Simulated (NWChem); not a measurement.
System: GaH$_{3}$Se; SMILES [GaH2][SeH]

Excerpt of the output:

```
             Northwest Computational Chemistry Package (NWChem) 7.3.0
             --------------------------------------------------------

 CS  symmetry detected

                             Geometry "geometry" -> ""
                             -------------------------

 Output coordinates in angstroms (scale by  1.889725989 to convert to a.u.)

  No.       Tag          Charge          X              Y              Z
 ---- ---------------- ---------- -------------- -------------- --------------
    1 Ga                  31.0000    -0.01082822     1.17614237     0.00000000
    2 H                    1.0000    -1.42080611     1.85044262     0.00000000
    3 H                    1.0000     1.37092309     1.90715054     0.00000000
    4 Se                  34.0000    -0.03087907    -1.14590317     0.00000000
    5 H                    1.0000     1.43544623    -1.25729875     0.00000000

 Effective nuclear repulsion energy (a.u.)     290.4948708560

      Symmetry information
      --------------------

 Group name             Cs
 Group number              2
 Group order               2
 No. of unique centers     5

                                 NWChem DFT Module
                                 -----------------

 Summary of "ao basis" -> "ao basis" (spherical)
 ------------------------------------------------------------------------------
       Tag                 Description            Shells   Functions and Types
 ---------------- ------------------------------  ------  ---------------------
 Ga                          6-31g*                 12       32   5s4p3d
 H                           6-31g*                  2        2   2s
 Se                          6-31g*                 12       32   5s4p3d

      Symmetry analysis of basis
      --------------------------

        a'         50
        a"         20

            General Information
            -------------------
          SCF calculation type: DFT
          Wavefunction type:  closed shell.
          No. of atoms     :     5
          No. of electrons :    68
           Alpha electrons :    34
            Beta electrons :    34
          Charge           :     0
          Spin multiplicity:     1
          Use of symmetry is: on ; symmetry adaption is: on
          Maximum number of iterations: 150
          AO basis - number of functions:    70
                     number of shells:    30
          Convergence on energy requested:  1.00D-06
          Convergence on density requested:  1.00D-05
          Convergence on gradient requested:  5.00D-04

              XC Information
              --------------
                         SCAN Method XC Functional
                  SCAN metaGGA Exchange Functional  1.000
                        SCAN Correlation Potential  1.000

             Grid Information
             ----------------
          Grid used for XC integration:  fine
          Radial quadrature: Mura-Knowles
          Angular quadrature: Lebedev.
          Tag              B.-S. Rad. Rad. Pts. Rad. Cut. Ang. Pts.
          ---              ---------- --------- --------- ---------
          Ga                  1.30      140          10.0       974
          H                   0.35       60          11.0       590
          Se                  1.15      140          11.0       974
          Grid pruning is: on
          Number of quadrature shells:   460
          Spatial weights used:  Erf1

      Superposition of Atomic Density Guess
      -------------------------------------

 Sum of atomic energies:       -4323.94543920

      Non-variational initial energy
      ------------------------------

 Total energy =   -4324.360395
 1-e energy   =   -6607.304518
 2-e energy   =    1992.449252
 HOMO         =      -0.310940
 LUMO         =      -0.002558

      Symmetry analysis of molecular orbitals - initial
      -------------------------------------------------

  Numbering of irreducible representations:

     1 a'          2 a"

  Orbital symmetries:

     1 a'          2 a'          3 a'          4 a'          5 a'
     6 a"          7 a'          8 a'          9 a'         10 a"
    11 a'         12 a'         13 a'         14 a"         15 a'
    16 a'         17 a'         18 a"         19 a'         20 a'
    21 a"         22 a"         23 a'         24 a'         25 a'
    26 a'         27 a"         28 a"         29 a'         30 a'
    31 a'         32 a'         33 a'         34 a"         35 a"
    36 a'         37 a'         38 a'         39 a'         40 a'
    41 a"         42 a'         43 a'         44 a'

     ---------------------------------------------
      Total Density - Mulliken Population Analysis
     ---------------------------------------------

    Atom       Charge   Shell Charges
 -----------   ------   -------------------------------------------------------
    1 Ga  31    30.63   2.00  2.00  6.00  2.00  5.99  1.15  1.13  0.12  0.15  6.84  2.97  0.28
    2 H    1     1.05   0.46  0.58
    3 H    1     1.04   0.46  0.58
    4 Se  34    34.52   2.00  2.00  6.00  2.00  5.99  1.51  3.33  0.35  1.30  6.94  2.94  0.15
    5 H    1     0.76   0.38  0.38

   convergence    iter        energy       DeltaE   RMS-Dens  Diis-err
 ---------------- ----- ----------------- --------- --------- ---------
 d= 0,ls=0.0,diis     1  -4327.9589732323 -4.62D+03  1.54D-02  2.52D-01
 d= 0,ls=0.0,diis     2  -4327.9661012564 -7.13D-03  1.01D-02  2.10D-01
 d= 0,ls=0.0,diis     3  -4327.9934862518 -2.74D-02  3.85D-03  4.08D-02
 d= 0,ls=0.0,diis     4  -4327.9997397399 -6.25D-03  5.58D-04  7.16D-03
 d= 0,ls=0.0,diis     5  -4328.0002145694 -4.75D-04  2.10D-04  1.77D-04
  Resetting Diis
 d= 0,ls=0.0,diis     6  -4328.0002327118 -1.81D-05  4.49D-05  1.32D-05
 d= 0,ls=0.0,diis     7  -4328.0002343862 -1.67D-06  2.25D-05  3.22D-07
 d= 0,ls=0.0,diis     8  -4328.0002343314  5.49D-08  1.46D-05  5.41D-07
 d= 0,ls=0.0,diis     9  -4328.0002344463 -1.15D-07  2.30D-06  4.48D-08

         Total DFT energy =    -4328.000234446339
      One electron energy =    -6607.711272055320
           Coulomb energy =     2152.828753302442
    Exchange-Corr. energy =     -163.612586549490
 Nuclear repulsion energy =      290.494870856030

 Numeric. integr. density =       68.000000562338

                  Occupations of the irreducible representations
                  ----------------------------------------------

                     irrep           alpha         beta
                     --------     --------     --------
                     a'               25.0         25.0
                     a"                9.0          9.0

                       DFT Final Molecular Orbital Analysis
                       ------------------------------------

 Vector   32  Occ=2.000000D+00  E=-2.954975D-01  Symmetry=a'
              MO Center= -2.6D-01,  1.4D+00,  2.9D-15, r^2= 3.0D+00
   Bfn.  Coefficient  Atom+Function         Bfn.  Coefficient  Atom+Function
  ----- ------------  ---------------      ----- ------------  ---------------
    11      0.449080  1 Ga px                33     -0.266221  2 H  s
    34     -0.244871  2 H  s                 35      0.196068  3 H  s
    36      0.175983  3 H  s                  7     -0.168159  1 Ga px
    48      0.134471  4 Se py                47     -0.109065  4 Se px
    12     -0.105381  1 Ga py                18     -0.091216  1 Ga d -2

 Vector   33  Occ=2.000000D+00  E=-2.746104D-01  Symmetry=a'
              MO Center=  1.3D-01, -3.2D-01, -7.1D-15, r^2= 3.7D+00
   Bfn.  Coefficient  Atom+Function         Bfn.  Coefficient  Atom+Function
  ----- ------------  ---------------      ----- ------------  ---------------
    48      0.577747  4 Se py                12     -0.372741  1 Ga py
    44     -0.252727  4 Se py                50     -0.175722  4 Se s
    36     -0.174027  3 H  s                 47      0.169585  4 Se px
    52      0.169766  4 Se py                35     -0.155803  3 H  s
    46      0.150240  4 Se s                  8      0.136515  1 Ga py

 Vector   34  Occ=2.000000D+00  E=-2.371261D-01  Symmetry=a"
              MO Center= -1.0D-02, -9.2D-01,  1.1D-14, r^2= 2.1D+00
   Bfn.  Coefficient  Atom+Function         Bfn.  Coefficient  Atom+Function
  ----- ------------  ---------------      ----- ------------  ---------------
    49      0.707200  4 Se pz                53      0.333457  4 Se pz
    45     -0.303276  4 Se pz                13      0.198272  1 Ga pz
    41      0.091007  4 Se pz                 9     -0.068110  1 Ga pz
    19      0.041910  1 Ga d -1              29     -0.034392  1 Ga d -1
    17      0.030445  1 Ga pz

 Vector   35  Occ=0.000000D+00  E=-7.807933D-02  Symmetry=a"
              MO Center= -8.2D-03,  1.0D+00, -5.9D-15, r^2= 3.8D+00
   Bfn.  Coefficient  Atom+Function         Bfn.  Coefficient  Atom+Function
  ----- ------------  ---------------      ----- ------------  ---------------
    13      0.767797  1 Ga pz                17      0.363720  1 Ga pz
    49     -0.279064  4 Se pz                53     -0.249010  4 Se pz
     9     -0.226367  1 Ga pz                45      0.115260  4 Se pz
     5      0.067187  1 Ga pz                65      0.050100  4 Se d -1
    41     -0.034412  4 Se pz

 Vector   36  Occ=0.000000D+00  E=-1.177619D-02  Symmetry=a'
              MO Center=  2.0D-01,  1.3D-01,  2.9D-15, r^2= 4.8D+00
   Bfn.  Coefficient  Atom+Function         Bfn.  Coefficient  Atom+Function
  ----- ------------  ---------------      ----- ------------  ---------------
    10      1.031524  1 Ga s                 70      0.581119  5 H  s
    36      0.463429  3 H  s                 52      0.465489  4 Se py
    51     -0.399558  4 Se px                48      0.392575  4 Se py
    34      0.334975  2 H  s                 16      0.273007  1 Ga py
    12      0.242813  1 Ga py                47     -0.231498  4 Se px

 Vector   37  Occ=0.000000D+00  E=-5.179095D-03  Symmetry=a'
              MO Center=  2.4D-01, -4.8D-01, -1.4D-16, r^2= 5.3D+00
   Bfn.  Coefficient  Atom+Function         Bfn.  Coefficient  Atom+Function
  ----- ------------  ---------------      ----- ------------  ---------------
    50      0.904497  4 Se s                 70     -0.898261  5 H  s
    14     -0.790891  1 Ga s                 16      0.651518  1 Ga py
    51      0.535298  4 Se px                47      0.451948  4 Se px
    46     -0.436264  4 Se s                 52      0.325956  4 Se py
    12      0.196085  1 Ga py                34      0.192541  2 H  s

     ---------------------------------------------
      Total Density - Mulliken Population Analysis
     ---------------------------------------------

    Atom       Charge   Shell Charges
 -----------   ------   -------------------------------------------------------
    1 Ga  31    31.13   2.00  2.00  6.00  2.00  6.00  1.29  1.60  0.04  0.09  6.80  2.91  0.40
    2 H    1     0.93   0.47  0.46
    3 H    1     0.93   0.47  0.46
    4 Se  34    34.13   2.00  2.00  6.00  2.00  5.99  1.58  3.24  0.29  0.98  6.92  2.92  0.22
    5 H    1     0.88   0.47  0.42

     -------------------------------------------
      Total Density - Lowdin Population Analysis
     -------------------------------------------

    Atom       Charge   Shell Charges
 -----------   ------   -------------------------------------------------------
    1 Ga  31    31.07   2.00  2.00  6.00  1.98  5.92  0.85  1.43  0.27  0.43  6.61  3.05  0.54
    2 H    1     0.98   0.45  0.53
    3 H    1     0.98   0.45  0.53
    4 Se  34    34.10   2.00  2.00  5.99  1.99  5.89  1.20  2.90  0.50  1.56  6.69  3.07  0.31
    5 H    1     0.87   0.45  0.42

     Multipole analysis of the density
     ---------------------------------

     L   x y z        total         alpha         beta         nuclear
     -   - - -        -----         -----         ----         -------
     0   0 0 0     -0.000000    -34.000000    -34.000000     68.000000

     1   1 0 0      0.291977      0.145988      0.145988      0.000000
     1   0 1 0      0.273246      0.136623      0.136623     -0.000000
     1   0 0 1     -0.000000     -0.000000     -0.000000      0.000000

     2   2 0 0    -26.581040    -23.994215    -23.994215     21.407389
     2   1 1 0     -1.018026      1.296301      1.296301     -3.610629
     2   1 0 1     -0.000000     -0.000000     -0.000000      0.000000
     2   0 2 0    -27.841302   -185.635272   -185.635272    343.429243
     2   0 1 1     -0.000000     -0.000000     -0.000000      0.000000
     2   0 0 2    -27.181496    -13.590748    -13.590748      0.000000

            General Information
            -------------------
          SCF calculation type: DFT
          Wavefunction type:  closed shell.
          No. of atoms     :     5
          No. of electrons :    68
           Alpha electrons :    34
            Beta electrons :    34
          Charge           :     0
          Spin multiplicity:     1
          Use of symmetry is: on ; symmetry adaption is: on
          Maximum number of iterations: 150
          AO basis - number of functions:    70
                     number of shells:    30
          Convergence on energy requested:  1.00D-06
          Convergence on density requested:  1.00D-05
          Convergence on gradient requested:  5.00D-04

              XC Information
              --------------
                         SCAN Method XC Functional
                  SCAN metaGGA Exchange Functional  1.000
                        SCAN Correlation Potential  1.000

             Grid Information
             ----------------
          Grid used for XC integration:  fine
          Radial quadrature: Mura-Knowles
          Angular quadrature: Lebedev.
          Tag              B.-S. Rad. Rad. Pts. Rad. Cut. Ang. Pts.
          ---              ---------- --------- --------- ---------
          Ga                  1.30      140          10.0       974
          H                   0.35       60          11.0       590
          Se                  1.15      140          11.0       974
          Grid pruning is: on
          Number of quadrature shells:   460
          Spatial weights used:  Erf1

          Convergence Information
          -----------------------
          Convergence aids based upon iterative change in
          total energy or number of iterations.
          Levelshifting, if invoked, occurs when the
          HOMO/LUMO gap drops below (HL_TOL):  1.00D-02
          DIIS, if invoked, will attempt to extrapolate
          using up to (NFOCK): 10 stored Fock matrices.

                    Damping( 0%)  Levelshifting(0.5)       DIIS
                  --------------- ------------------- ---------------
          dE  on:    start            ASAP                start
          dE off:    2 iters        150 iters           150 iters

                            NWChem DFT Gradient Module
                            --------------------------

  charge          =   0.00
  wavefunction    = closed shell

  Using symmetry

                         DFT ENERGY GRADIENTS

    atom               coordinates                        gradient
                 x          y          z           x          y          z
   1 Ga     -0.020462   2.222587   0.000000   -0.000163  -0.000842   0.000000
   2 H      -2.684934   3.496830   0.000000   -0.000915   0.000757   0.000000
   3 H       2.590669   3.603992   0.000000    0.000680   0.000842   0.000000
   4 Se     -0.058353  -2.165443   0.000000    0.002667  -0.000200   0.000000
   5 H       2.712600  -2.375950   0.000000   -0.002270  -0.000556   0.000000
```

Level: SCAN/6-31G* (spherical d). Geometry: optimised at PBE0/def2-SVP.

Question: Reconstruct the input file.

Answer: One answer among several that fit: the input that was run:
```
start job
memory heap 200 mb stack 900 mb global 1100 mb
geometry units angstroms noautoz
  Ga     0.013957     1.236581     0.000000
  H     -1.381413     1.940613     0.000000
  H      1.410891     1.938140     0.000000
  Se    -0.055303    -1.084518     0.000000
  H      1.408332    -1.226966     0.000000
end
basis spherical
  * library 6-31g*
end
dft
  xc scan
  grid fine
  iterations 150
  mulliken
end
task dft gradient
```
